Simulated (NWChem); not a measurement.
System: CClF, singlet; SMILES F[C]Cl

Program: NWChem. Low-valent species are run as closed-shell singlets; no triplet was tried in these runs. The geometry was optimised at B3LYP/6-31G* (spherical d). Level B3LYP/def2-TZVP: single points from the atomic guess with DIIS by default; each run changes one setting, and all converged runs end within 0.3 mHa of each other.

### Question
Which setting needs the most SCF iterations, or fails (occupation smearing of 0.005 Ha; defaults; no DIIS, 40 % damping; level shift of 0.5 Ha throughout; DIIS on 20 Fock matrices)?

### Answer
no DIIS, 40 % damping, with 28 against 9 for the defaults.
| setting | SCF iterations |
|---|---|
| defaults | 9 |
| no DIIS, 40 % damping | 28 |
| DIIS on 20 Fock matrices | 8 |
| occupation smearing of 0.005 Ha | 9 |
| level shift of 0.5 Ha throughout | 15 |
